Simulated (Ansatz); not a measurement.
Species: CH5BO, net charge 0, singlet state. 
Geometry from a B3LYP-D3(BJ)/def2-TZVP (Ansatz, a quantum-chemistry and plane-wave program) optimisation:
```
O
B 1 1.3413
C 1 1.4248 2 122.78
H 3 1.0902 1 108.62 2 -120.82
H 3 1.0902 4 108.94 1 118.15
H 3 1.0921 4 109.73 5 120.14
H 2 1.1924 1 116.95 3 -180.00
H 2 1.1992 7 122.74 1 -180.00
```

Basis-set convergence of Hartree-Fock and CCSD(T) correlation energies (hartree) with Ansatz. Cores are frozen in the correlated levels unless marked. No spin-orbit coupling. Non-relativistic.

```json
[
 {"basis": "cc-pVDZ", "functions": "-", "E(HF)": "-140.35413", "E(corr, CCSD(T))": "-0.46569"},
 {"basis": "cc-pVTZ", "functions": "160", "E(HF)": "-140.40134", "E(corr, CCSD(T))": "-0.56904"},
 {"basis": "cc-pVQZ", "functions": "315", "E(HF)": "-140.41163", "E(corr, CCSD(T))": "-0.60181"},
 {"basis": "cc-pV5Z", "functions": "548", "E(HF)": "-140.41413", "E(corr, CCSD(T))": "-0.61265"}
]
```

Extrapolating the two largest sets (X = 4 and 5) as X^-3: E(corr) = (125·(-0.61265) - 64·(-0.60181))/61 = -0.6240 Eh, an estimate of the basis-set limit. The largest set recovers 98.2 % of it, the smallest 74.6 %.
